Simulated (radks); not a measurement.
Values are calculated unless marked as measured or tabulated.
Initial-state core-level shifts of the vanadium ion V3+ when its valence configuration changes from [Ar] 3d2. Level of theory: non-relativistic Kohn-Sham, r2SCAN, spin-polarised, spherical densities, point nucleus; open shells are filled with parallel spins first; meta-GGA in the generalised Kohn-Sham scheme (a radial shooting solver on a logarithmic mesh with Libxc functionals). Shifts are changes of the shell-averaged eigenvalues in eV (positive: less bound); the change of the density at the nucleus, which sets a Mossbauer isomer shift, is in e/bohr^3, on a base of 8177.

4p2: 1s -20.447; 2s -23.024; 2p -22.893; 3s -17.744; density at nucleus +5.4107
4s2: 1s -18.736; 2s -21.283; 2p -21.158; 3s -16.055; density at nucleus +21.0422
3d1 4s1: 1s -8.872; 2s -10.094; 2p -10.026; 3s -7.819; density at nucleus +9.7405
4s1.5 4p0.5: 1s -19.172; 2s -21.728; 2p -21.601; 3s -16.487; density at nucleus +17.0716
3d1 4p1: 1s -9.920; 2s -11.133; 2p -11.064; 3s -8.841; density at nucleus +2.4810
4s1 4p1: 1s -19.432; 2s -22.006; 2p -21.876; 3s -16.774; density at nucleus +13.2156
3d0.5 4s1 4p0.5: 1s -14.065; 2s -15.944; 2p -15.844; 3s -12.285; density at nucleus +11.3568
